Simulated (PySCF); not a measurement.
Z-matrix (Å, degrees):
```
Nb
O 1 1.8909
H 2 0.9791 1 119.14
O 1 1.8917 2 95.32 3 -171.04
H 4 0.9760 1 133.28 2 125.13
O 1 1.9079 2 93.98 3 -7.60
H 6 0.9765 1 129.19 2 -125.56
Cl 1 2.3134 2 111.73 3 89.69
Cl 1 2.4229 2 123.47 3 -88.52
```
Charge 0, spin multiplicity 1.

**Question.** Predict the HOMO–LUMO gap, total energy, charge on the central atom (Mulliken), dipole moment, HOMO and LUMO from TPSSh-D3(BJ)/def2-TZVP // BP86-D3(BJ)/def2-SVP (PySCF).

**Answer.** 
```json
{
 "HOMO–LUMO gap": "4.86 eV",
 "total_energy": "-1205.2921 Ha",
 "charge on the central atom (Mulliken)": "1.69 e",
 "dipole_moment": "1.77 D",
 "HOMO": "-7.75 eV",
 "LUMO": "-2.89 eV"
}
```
